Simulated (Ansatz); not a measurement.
Ansatz (a first-principles code) input (HF/3-21G): The .json file is the Basis Set Exchange's 3-21G.

Ansatz 0.2 input:
```yaml
crystal:
  periodic: [false, false, false]
  atoms:
    - {symbol: O, position_ang: [0.00000000, 0.00000000, 1.05458609]}
    - {symbol: Si, position_ang: [-0.00000000, -0.00000000, -0.46512888]}
    - {symbol: H, position_ang: [-0.00000000, -0.00000000, -1.92488449]}
basis:
  gaussian:
    orbitals: 3-21G.json
hamiltonian:
  xc: {name: HF}
total_charge: 1
phonons: {temperatures: {t_min: 298.15, t_max: 298.15, t_step: 100}}
```

### Question
Which harmonic wavenumbers does it give?

### Answer
454, 454, 1347, 2441 cm⁻¹ (unscaled; negative means imaginary).
